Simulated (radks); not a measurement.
Problem. Species: Cu. Configuration: [Ar] 3d10 4s1. Calculated with a radial shooting solver on a logarithmic mesh with Libxc functionals: scalar-relativistic Kohn-Sham, r2SCAN, spin-polarised, spherical densities, finite nucleus; open shells are filled with parallel spins first; meta-GGA in the generalised Kohn-Sham scheme; Fermi nuclear charge, rms radius 3.8823 fm. Some entries of the table are withheld. Estimate them.

orbital  occ.  eigenvalue (Ry)  <1/r> (bohr^-1)
1s up       1        -652.5488            29.15
1s down     1        -652.5466            29.15
2s down     1        -78.83905            6.345
2s up       1        -78.83356            6.346
2p down     3        -67.90895            6.211
2p up       3        -67.90544            6.211
3s down     1         -8.70632            1.995
3s up       1         -8.69922            1.995
3p down     3         -5.46411            1.839
3p up       3         -5.45814            1.837
4s up       1              (1)              (2)
3d up       5         -0.37183            1.359
3d down     5         -0.36107            1.384
4s down     0              (3)              (4)

Solution. 
(1) 4s up eigenvalue (Ry): -0.38972
(2) 4s up <1/r> (bohr^-1): 0.4446
(3) 4s down eigenvalue (Ry): -0.25846
(4) 4s down <1/r> (bohr^-1): 0.4378
